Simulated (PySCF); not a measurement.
C₆ coefficients of unlike pairs at PBE0

Calculated with PySCF 2.14 from the dipole response of each species, C₆(A,B) = (3/π) ∫ α_A(iu) α_B(iu) du, in atomic units, from isotropic polarisabilities. For ions this is the dispersion term alone; charge-induced terms of lower order in 1/R come first.

| species | configuration | basis | relativity | α (bohr³) | C₆ (like pair) |
| --- | --- | --- | --- | --- | --- |
| Sr²⁺ | [Kr] (1S) | aug-cc-pwCVTZ-X2C (10s9p7d3f) | spin-free X2C | 5.871 | 28.58 |
| Xe | [Xe] (1S) | aug-cc-pwCVDZ-PP with ECP28MDF (6s5p4d1f) | core potential | 26.31 | 281.9 |
| C²⁺ | [He] 2s2 (1S) | dyall-acv3z (15s9p4d2f) | spin-free X2C | 4.269 | 6.602 |
| Ti²⁺ | [Ar] 3d2 (3F) | aug-cc-pVDZ-DK (7s6p4d2f) | spin-free X2C | 4.563 | 13.00 |

Q: Estimate C₆ for C²⁺ with Xe.

A: The integral gives 43.05. The combination rule 2 C_A C_B / (C_A α_B/α_A + C_B α_A/α_B) gives 43.06 and the geometric mean 43.14.

No spin-orbit coupling is included.

The other pairs:

```tsv
pair	C₆
Ti²⁺, Sr²⁺	19.20
Ti²⁺, C²⁺	8.768
Xe, Sr²⁺	85.45
C²⁺, Sr²⁺	12.81
Ti²⁺, Xe	58.25
```
